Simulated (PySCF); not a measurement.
## Distorted geometries of Tl2S3

Tl2S3 (singlet). PySCF 2.14.0, RKS TPSS, Tl def2-SVP with ECP60, S def2-SVP; non-relativistic Hamiltonian with scalar-relativistic core potentials where named; density fitting; no spin-orbit coupling. Relaxed geometry:

```xyz
5

Tl   -0.0150    0.2749    1.9083
Tl   -0.0150    0.2749   -1.9083
S    -0.1010    1.8466    0.0000
S     0.0592   -1.0820    3.7375
S     0.0592   -1.0820   -3.7375
```

Order these distorted geometries by energy above the relaxed one, lowest first.
A.
```xyz
5

Tl    0.2096    0.2749    1.9584
Tl    0.0134    0.2687   -1.8552
S    -0.2929    1.6809   -0.1288
S    -0.0029   -1.0297    3.7626
S     0.0601   -0.9625   -3.7370
```
B.
```xyz
5

Tl    0.0049    0.1923    1.9600
Tl   -0.0630    0.4124   -1.9691
S    -0.0845    1.7061    0.0192
S     0.1065   -1.0145    3.6681
S     0.0235   -1.0639   -3.6781
```
C.
```xyz
5

Tl    0.0139    0.2691    1.8724
Tl    0.0096    0.2673   -1.9031
S    -0.1185    1.8406   -0.0077
S     0.0621   -1.0689    3.7364
S     0.0202   -1.0758   -3.6980
```

C (0.02 eV), A (0.42 eV), B (0.49 eV).

Which forces (eV/Å) act in the one that lies 0.49 eV up?


```
Tl  -0.22  2.62 -4.04
Tl   0.05 -0.73 -0.41
S   -0.04  0.93  0.87
S    0.23 -2.72  3.91
S   -0.01 -0.09 -0.33
```
Forces carry noise of the integration grid, about 0.01 to 0.03 eV/Å.

No frequency check is given that shows the relaxed geometry to be a minimum.
